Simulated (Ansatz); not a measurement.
CAlF2N, SMILES `N#[C][Al]([F])[F]`. Charge 0, multiplicity 1. The geometry is a stationary point of PBE0-D4/def2-TZVP.

```xyz
5

N     1.317   -0.605    1.892
C     0.680   -0.312    0.977
Al   -0.373    0.171   -0.535
F    -0.891    1.706   -0.686
F    -0.733   -0.960   -1.648
```

Question: What is the dipole moment at B3LYP/def2-TZVPP? (Best estimate.)

Answer: Ansatz gave: 1.76 D, with components (-0.97, 0.45, -1.40) D in this frame, pointing from negative to positive charge.

Question: And with PBE, r2SCAN, ωB97M-V? (Estimate.)

Answer: Computed: PBE 1.73 D, r2SCAN 1.76 D, ωB97M-V 1.81 D.

Question: Give the Mulliken charges with B3LYP, ωB97M-V, PBE in def2-TZVPP. (Best estimate.)

Answer: Computed: 
```tsv
atom	B3LYP	ωB97M-V	PBE
N1	0.03	0.00	0.06
C2	-0.32	-0.31	-0.33
Al3	0.93	0.92	0.82
F4	-0.32	-0.31	-0.28
F5	-0.32	-0.31	-0.28
```

B3LYP here is the variant with VWN-RPA as its local correlation; programs differ in this.
